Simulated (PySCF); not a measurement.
**How methods differ on the ionisation energy of F²⁺**

F²⁺ [He] 2s2 2p3 (4S) → F³⁺ [He] 2s2 2p2 (3P), as a difference of total energies. All numbers are calculated (PySCF 2.14, no relativity, point nucleus, in aug-cc-pwCVDZ). Correlated levels: valence: 1s2 frozen. The calculations carry no spin-orbit coupling.

| method | ionisation energy (eV) | plus first-order spin-orbit estimate | difference from reference of that sum (eV) |
| --- | --- | --- | --- |
| UHF | 62.155 | 62.106 | -0.602 |
| MP2 (valence) | 62.518 | 62.469 | -0.239 |
| SCS-MP2 (valence) | 62.318 | 62.268 | -0.440 |
| CCSD (valence) | 62.282 | 62.233 | -0.475 |
| CCSD(T) (valence) | 62.281 | 62.232 | -0.476 |
| CCSDT (valence) | 62.280 | 62.230 | -0.478 |

Reference: 62.708 eV (semi-empirical (NIST evaluation); NIST Atomic Spectra Database, ionization energies).

A first-order spin-orbit estimate (lowest level to lowest level, LS coupling) adds -0.049 eV.

Errors of the correlated levels include the incompleteness of this basis and the frozen core.
